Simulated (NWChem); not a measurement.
Molecule: CH$_{3}$FGe, singlet; SMILES [CH3][Ge][F]

All runs: NWChem. Pople sets run with spherical d functions. Low-valent species are run as closed-shell singlets; no triplet was tried in these runs. All runs use the structure optimised with PBE0/def2-SVP. Level MN15/6-31G*: energy and gradient on several grids; changes count from the extra-fine grid, which is no exact limit either.

Which is the coarsest grid (medium; fine; xcoarse; coarse; xfine) from which on the energy stays within 50 μHa and each gradient component within 100 μHa/bohr of xfine?

medium.
| grid | size of the energy change (μHa) | largest change of a gradient component (μHa/bohr) |
|---|---|---|
| xcoarse | 2000 | 4000 |
| coarse | 600 | 600 |
| medium | < 10 | 50 |
| fine | < 10 | < 30 |
| xfine | < 10 | < 30 |
